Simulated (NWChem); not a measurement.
Molecule: 1,2,4-triazole (C2H3N3); SMILES c1nc[nH]n1

```xyz
8

C      1.1090     0.1062     0.0000
N      0.2786     1.1775     0.0000
C     -0.9117     0.6217     0.0000
N     -0.7836    -0.7193     0.0000
N      0.5050    -1.0670     0.0000
H      2.1954     0.1901     0.0000
H     -1.8740     1.1335     0.0000
H     -1.5049    -1.4305     0.0000
```
Atoms are numbered in this order, from 1.

Program: NWChem. Pople sets run with spherical d functions. STO-3G and 3-21G are far too small for this property and stand as cheap habits. The geometry was optimised at PBE0/def2-SVP. Vertical excitations in the gas phase; the lowest state need not have the same character in each row.

### Question
Order these runs by computing time, cheapest first, and give rough ratios: B3LYP/def2-SVP, TDA; B3LYP/aug-cc-pVDZ, TDA; B3LYP/3-21G, TDA.

### Answer
B3LYP/3-21G, TDA (1), B3LYP/def2-SVP, TDA (3), B3LYP/aug-cc-pVDZ, TDA (20). Ratios are rough, from one shared machine; the cheapest took very roughly 11 core-seconds. What differs between the cheapest and the dearest: lowest excitation, singlet (eV) 6.13 → 6.26; lowest state with f > 0.02, singlet (eV) 7.79 → 6.69; orbital gap (eV) 7.53 → 7.16.
